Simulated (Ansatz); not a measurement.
Basis sets compared for the cluster B₄F₂. Total charge 0; singlet. Geometry PBE-D4/def2-SVP. Ansatz on 4 threads of Arm Neoverse V2 on a shared host; times are rough, and most runs start from earlier orbitals.

```
atom   x (Å)   y (Å)   z (Å)
  B1   0.529   0.600   1.190
  B2   0.552  -0.592  -0.102
  B3  -0.552   0.592   0.103
  B4  -0.529  -0.599  -1.190
  F5  -1.338  -0.791  -2.209
  F6   1.338   0.791   2.209
```

The restricted singlet is unstable towards broken spin symmetry in Hartree–Fock (as tested in another run); at PBE-D4/def2-SVP, PBE-D4/def2-TZVP, PBE-D4/def2-TZVPD, r2SCAN-D4/def2-TZVP and others this wasn't settled. The structure comes from a short search, and lower isomers may exist.

Binding counts from free atoms (B doublet, F doublet) in the same basis, without a counterpoise term.

| level | functions | energy (Eh) | HOMO (eV) | LUMO (eV) | binding per atom (eV) | wall time |
| --- | --- | --- | --- | --- | --- | --- |
| PBE-D4/def2-SVP | 84 | -298.4803 | -5.95 | -4.76 | 4.87 | 0.6 s |
| PBE-D4/def2-TZVP | 186 | -298.8272 | -6.01 | -4.82 | 4.76 | 1.2 s |
| r2SCAN-D4/def2-TZVP | 186 | -299.0181 | -6.19 | -4.74 | 4.61 | 2.5 s |
| PBE0-D4/def2-SVP | 84 | -298.4860 | -7.20 | -3.99 | 4.67 | 0.55 s |
| PBE0-D4/def2-TZVP (with forces) | 186 | -298.8333 | -7.20 | -4.00 | 4.57 | 2.1 s |

Q: Estimate the rows for PBE-D4/def2-TZVPD, r2SCAN-D4/def2-TZVPD, PBE0-D4/def2-TZVPD.

A: 
```
               level  functions  energy (Eh)  HOMO (eV)  LUMO (eV)  binding per atom (eV)  wall time
   PBE-D4/def2-TZVPD        228    -298.8281      -6.02      -4.83                   4.75        2 s
r2SCAN-D4/def2-TZVPD        228    -299.0188      -6.20      -4.75                   4.60      3.9 s
  PBE0-D4/def2-TZVPD        228    -298.8340      -7.20      -4.01                   4.57      2.5 s
```
